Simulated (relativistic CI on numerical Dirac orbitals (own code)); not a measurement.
Computed by Dirac-Coulomb-Breit CI, separate exchange-only KLI orbitals for each configuration, model QED, unscaled Slater integrals (own radial code, finite nucleus).

The strongest absorption lines from the ground level of an ion, among the configurations computed and to levels below about 9670 eV (vacuum wavelength in Å, gf): 1.2885 (0.11), 1.2990 (0.062), 1.5724 (0.00056), 1.6895 (0.4), 1.7116 (0.014), 1.7347 (0.26), 15.090 (0.19), 81.277 (0.0091).

(1) Which ion is it?
A. Pm LVIII
B. Sb XLVIII
C. Pm LX
D. Ba LIII

Results:

(1) A. Pm LVIII has 4 electrons and the ground level 2s2 1S_0; the strongest line goes to 2s 3p 1P°_1. The pattern of lines fixes the number of electrons, and along that sequence the line energies rise steadily with the charge (about as its square where n changes within one kind of shell, about linearly where n is kept but much faster in heavy ions where fine structure, which grows about as Z⁴, sets the gap, and irregularly where shells cross), which fixes Z. Configurations outside the model, such as inner-shell arrays, can give stronger lines. At this charge energies of transitions that change n are usually good to better than 1 %, and those within a shell (Δn = 0) to a few per cent.

LS names give the leading component of a level, which can be under half, so a name can repeat, a term be missing and a line seem to break the LS rules.
